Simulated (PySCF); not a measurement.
## SeH⁺: energy against distance

Set-up: H pcseg-1, Se pcseg-1; no relativity (PySCF 2.14). Energies in eV from H + Se⁺ in their ground configurations at the same level. State: ³Σ⁻ (triplet), unpaired electrons π ↑↑.

```csv
R (Å),B97-3,UHF-SCS-MP2
1.287,-2.682,-2.240
1.347,-3.022,-2.560
1.407,-3.216,-2.737
1.452,-3.289,-2.797
1.497,-3.311,-2.808
1.542,-3.292,-2.778
1.602,-3.218,-2.690
1.677,-3.066,-2.522
1.766,-2.825,-2.255
1.886,-2.451,-1.802
```

Put a parabola through the three lowest points of the B97-3 curve and estimate Re, k and ωe (reduced mass 0.9953 u; 1 eV/Å² = 0.16022 mdyn/Å; ωe = 1302.8·√(k/μ) cm⁻¹).

Through R = 1.452, 1.497, 1.542 Å the second-order coefficient is 10.1 eV/Å², so Re ≈ 1.499 Å, k ≈ 3.24 mdyn/Å and ωe ≈ 2352 cm⁻¹. A polynomial fit of higher order to the unrounded B97-3 energies gives Re = 1.497 Å, k = 3.21 mdyn/Å, ωe = 2339 cm⁻¹; anharmonicity and rounding make the difference.

The higher-order fit for each curve: B97-3: Re = 1.497 Å, ωe = 2339 cm⁻¹, De = 3.31 eV; UHF-SCS-MP2: Re = 1.485 Å, ωe = 2387 cm⁻¹, De = 2.81 eV.

Correlated steps freeze 9 core orbitals. Correlated levels converge slowly with the basis: in double zeta they bind strong bonds too weakly, by up to about 1 eV, and carry superposition errors of some tenths. Spin–orbit coupling is left out. For an ion De counts to the pair picked by the measured ionisation energies or electron affinities, which need not be the lowest pair at this level. The state is the lowest determinant that a PBE0 search found; another state may lie lower at other levels.
